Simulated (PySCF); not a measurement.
# Solvent effects on NMR parameters

Geometry:
```json
{"atom": "Cl1", "x (Å)": "-1.403", "y (Å)": "-1.791", "z (Å)": "-0.997"}
{"atom": "C2", "x (Å)": "-1.818", "y (Å)": "-0.576", "z (Å)": "0.243"}
{"atom": "Cl3", "x (Å)": "-2.915", "y (Å)": "-1.341", "z (Å)": "1.433"}
{"atom": "Cl4", "x (Å)": "-2.693", "y (Å)": "0.772", "z (Å)": "-0.532"}
{"atom": "C5", "x (Å)": "-0.562", "y (Å)": "-0.048", "z (Å)": "0.916"}
{"atom": "C6", "x (Å)": "0.241", "y (Å)": "-1.111", "z (Å)": "1.621"}
{"atom": "C7", "x (Å)": "1.492", "y (Å)": "-1.364", "z (Å)": "1.211"}
{"atom": "C8", "x (Å)": "2.077", "y (Å)": "-0.595", "z (Å)": "0.059"}
{"atom": "Si9", "x (Å)": "0.739", "y (Å)": "0.702", "z (Å)": "-0.292"}
{"atom": "H10", "x (Å)": "-0.913", "y (Å)": "0.718", "z (Å)": "1.629"}
{"atom": "H11", "x (Å)": "-0.219", "y (Å)": "-1.664", "z (Å)": "2.445"}
{"atom": "H12", "x (Å)": "2.091", "y (Å)": "-2.135", "z (Å)": "1.708"}
{"atom": "H13", "x (Å)": "2.262", "y (Å)": "-1.257", "z (Å)": "-0.805"}
{"atom": "H14", "x (Å)": "3.050", "y (Å)": "-0.147", "z (Å)": "0.319"}
{"atom": "H15", "x (Å)": "1.130", "y (Å)": "2.063", "z (Å)": "0.183"}
{"atom": "H16", "x (Å)": "0.294", "y (Å)": "0.784", "z (Å)": "-1.710"}
```

GIAO PBE0/pcSseg-1 in PySCF 2.14 on one PBE0-D3(BJ)/def2-SVP conformer, non-relativistic, equivalent nuclei averaged. Solvents enter as an IEF-PCM continuum (chloroform with ε = 4.7) around the gas-phase geometry. Shifts are referred to TMS computed in the same medium.

Gas phase, δ in ppm: C7 147.8, C6 140.2, C2 126.2, C5 61.1, C8 14.9, Si9 -21.1, H12 6.38, H11 6.21, H16 4.73, H15 4.31, H10 3.25, H13 1.84, H14 1.61. Dipole moment 2.46 D.

Problem. How does each δ change in the continuum?

Solution. 
| atoms | environment | Δδ, chloroform |
| --- | --- | --- |
| C7 | alkene CH | +2.5 |
| C6 | alkene CH | -0.3 |
| C2 | fully substituted sp3 carbon bonded to 3 Cl | +1.1 |
| C5 | allylic sp3 CH bonded to Si | +0.7 |
| C8 | allylic sp3 CH2 bonded to Si | +0.8 |
| Si9 | silicon bonded to 2 C, 2 H, in a 5-membered ring | +1.0 |
| H12 | hydrogen on an alkene CH | +0.17 |
| H11 | hydrogen on an alkene CH | +0.02 |
| H16 | hydrogen on a silicon bonded to 2 C, in a 5-membered ring | -0.08 |
| H15 | hydrogen on a silicon bonded to 2 C, in a 5-membered ring | -0.01 |
| H10 | hydrogen on an allylic sp3 CH bonded to Si | +0.17 |
| H13 | hydrogen on an allylic sp3 CH2 bonded to Si | +0.10 |
| H14 | hydrogen on an allylic sp3 CH2 bonded to Si | +0.17 |

Changes are relative to the gas phase. The dipole moment becomes 2.98 D in chloroform.

Problem. Which of the listed nuclei move most (in ppm), and what does the model miss?

Solution. C7 (alkene CH, +2.5 ppm) in chloroform. A continuum only polarises the solute; specific hydrogen bonds, the anisotropy of aromatic solvents and changes of geometry or conformer are outside it.
